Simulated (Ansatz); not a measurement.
Ge(NH2)Me3 (C3H11GeN), relaxed as a singlet with RKS PBE-D4/def2-SVP in Ansatz, starting from the GFN2-xTB geometry. Force threshold 0.02 eV/Å.

Start:

```tsv
atom	x (Å)	y (Å)	z (Å)
C1	-1.886	0.540	0.048
C2	0.622	-0.849	1.625
C3	0.512	-0.949	-1.640
Ge4	0.047	0.113	-0.033
N5	0.895	1.729	-0.253
H6	1.899	1.682	-0.359
H7	0.692	2.427	0.449
H8	-2.484	-0.366	0.048
H9	-2.173	1.139	-0.810
H10	-2.125	1.100	0.948
H11	0.118	-1.806	1.705
H12	0.386	-0.268	2.513
H13	1.693	-1.032	1.614
H14	1.579	-1.147	-1.680
H15	0.233	-0.411	-2.539
H16	-0.007	-1.903	-1.637
```

| step | energy (eV) | largest force component (eV/Å) | SCF passes |
| --- | --- | --- | --- |
| 1 | -61274.0038 | 0.891 | 20 |
| 2 | -61274.1002 | 0.415 | 20 |
| 3 | -61274.1116 | 0.132 | 20 |
| 4 | -61274.1136 | 0.045 | 20 |
| 5 | -61274.1144 | 0.024 | 20 |
| 6 | -61274.1146 | 0.005 | 21 |

Force components are those of the run's own axes.

End:

```
atom   x (Å)   y (Å)   z (Å)
  C1  -1.869   0.521   0.040
  C2   0.607  -0.842   1.599
  C3   0.498  -0.938  -1.625
 Ge4   0.056   0.129  -0.035
  N5   0.906   1.778  -0.269
  H6   1.928   1.685  -0.332
  H7   0.722   2.426   0.507
  H8  -2.455  -0.417   0.108
  H9  -2.180   1.069  -0.870
 H10  -2.113   1.143   0.925
 H11   0.068  -1.809   1.677
 H12   0.381  -0.247   2.507
 H13   1.695  -1.053   1.584
 H14   1.589  -1.126  -1.686
 H15   0.184  -0.401  -2.541
 H16  -0.018  -1.918  -1.592
```

By distances, no bond broke or formed. The bond that changes most is Ge4–N5, from 1.84 to 1.87 Å (atoms count from 1).

No frequencies were taken in this run, so the end may be a saddle point.

Run time 7 s (4 threads of Arm Neoverse V2 on a shared host).
